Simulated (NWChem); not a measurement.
# Basis-set convergence for C₂H₆Si

SMILES: C=C[SiH3]
```xyz
9

Si     1.0100    -0.3688    -0.1948
C     -0.6055     0.5907    -0.1969
C     -1.6608     0.2915     0.5873
H      1.3110    -0.9192    -1.5649
H      0.9139    -1.5070     0.7850
H      2.1640     0.5197     0.1925
H     -0.6959     1.4544    -0.8833
H     -2.5958     0.8782     0.5610
H     -1.6401    -0.5565     1.2944
```
Charge 0, spin multiplicity 1.

Program: NWChem. Structure: optimised with PBE/def2-SVP, a minimum by its harmonic frequencies.

Quantity: vertical ionisation energy at the level ΔHF (Δ: difference of total energies, the cation a doublet at the parent's geometry; it is the state that the SCF runs reached, from PBE0 orbitals for Hartree-Fock references, and need not be the lowest).

The Pople sets run with spherical d functions. The structure started from a generated list of species. No SCF solution was tested for a lower state. Open-shell Hartree-Fock references start from PBE0 orbitals; any time given for them includes that run.

Relative cost: rough, from shared machines, SCF included, STO-3G = 1.

Task: In def2-TZVPP the value is 8.80 eV. Among STO-3G, 6-31G*, pcseg-1, def2-SVP, cc-pVDZ, aug-pcseg-1, aug-cc-pVDZ, pcseg-2, cc-pVTZ, which is the smallest basis within 0.2 eV of it?

Result: 6-31G*, with 58 functions against 188 and about 3 % of the time (also within reach: pcseg-1, def2-SVP, cc-pVDZ, aug-pcseg-1, aug-cc-pVDZ, pcseg-2, cc-pVTZ). def2-TZVPP isn't the basis-set limit itself, and a small set can land close by cancellation.

```
basis        functions  vertical ionisation energy (eV)  relative cost
-----------  ---------  -------------------------------  -------------
STO-3G              25                             7.01              1
6-31G*              58                             8.75        under 3
pcseg-1             76                             8.91        under 3
def2-SVP            76                             8.91        under 3
cc-pVDZ             76                             8.80              4
aug-pcseg-1        127                             8.83             20
aug-cc-pVDZ        127                             8.79             20
pcseg-2            178                             8.81             60
cc-pVTZ            178                             8.79             90
def2-TZVPP         188                             8.80             60
```
